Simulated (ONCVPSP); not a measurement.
# PBEsol ONCV dataset for He, scalar-relativistic all-electron reference.

He, optimised norm-conserving Vanderbilt (ONCV), made with ONCVPSP 4.0.1 (PBEsol, scalar-relativistic). Core none, reference 1s1 (charge +1). Waves: 1s: rc 0.65 bohr, ncon 4, nbas 7, qcut 10.7 1/bohr, 2 projectors, debl 3.4 Ha; p scattering state at 0.1 Ha: rc 0.70 bohr, ncon 5, nbas 8, qcut 11.6 1/bohr, 2 projectors, debl 2.1 Ha. Local part: polynomial inside 0.65 bohr (lpopt 5, dvloc0 1 Ha). Core correction: none.

All-electron outer shells of the reference configuration (PBEsol, scalar-relativistic, ld1.x):

| shell | level (eV) | outermost node (bohr) | outermost maximum (bohr) |
| --- | --- | --- | --- |
| 1s | -38.64 | – | 0.51 |

What the tests gave:

| Property | Result |
| --- | --- |
| Cutoffs needed | 64 Ha and 249 Ha (the cutoffs (Ha) at which the residual kinetic energy of the hardest occupied pseudo-wave falls to 1 and 0.1 mHa per electron) |
| Ghost test | no bound ghost flagged; no localised positive-energy state flagged |
| Largest excitation error | +16 meV (all-electron minus pseudo) for 1s2, out of 2 test configurations |

Generation and tests took about 1.6 s on one core of a shared server CPU.
